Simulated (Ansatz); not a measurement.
C3H7NOSi can be A, `C=C1O[Si]1(C)N`, or B, `C=CN([SiH3])C=O`.

Isolated molecules relaxed with PBE0-D4/def2-TZVP in Ansatz; ΔE leaves out vibrations. CCSD(T)/CBS is the MP2 limit (def2-TZVPP, def2-QZVPP) plus CCSD(T) − MP2 in def2-TZVPP, frozen cores. Functionals use def2-TZVPP. B3LYP here is the variant with VWN-RPA as its local correlation; programs differ in this. One conformer a species, not always the lowest.

Which isomer does CCSD(T)/CBS put lower? Give the gap. (An estimate is asked.)

Ansatz gave: A, by 75.0 kJ/mol.

Give E(B) − E(A) in kJ/mol with B3LYP-D4, CCSD(T)/def2-TZVPP, HF/def2-TZVPP, B2PLYP, PBE-D4, PBE0-D4, MP2/def2-TZVPP. (Estimate.)

Computed: B3LYP-D4 57.1, CCSD(T)/def2-TZVPP 64.6, HF/def2-TZVPP 36.2, B2PLYP 64.4, PBE-D4 66.4, PBE0-D4 70.9, MP2/def2-TZVPP 75.6. None reverses the order clearly.

Largest T1 diagnostic: 0.015.

From PBE to PBE0 (25 % exact exchange), in def2-TZVPP and without D4, E(B) − E(A) moves by +4.1 kJ/mol. The D4 term adds −3.6 kJ/mol with B3LYP and −1.8 kJ/mol with PBE0; it sums over pairs of atoms, weighted by their polarisabilities, and B3LYP, whose exchange is more repulsive, gets the larger term.
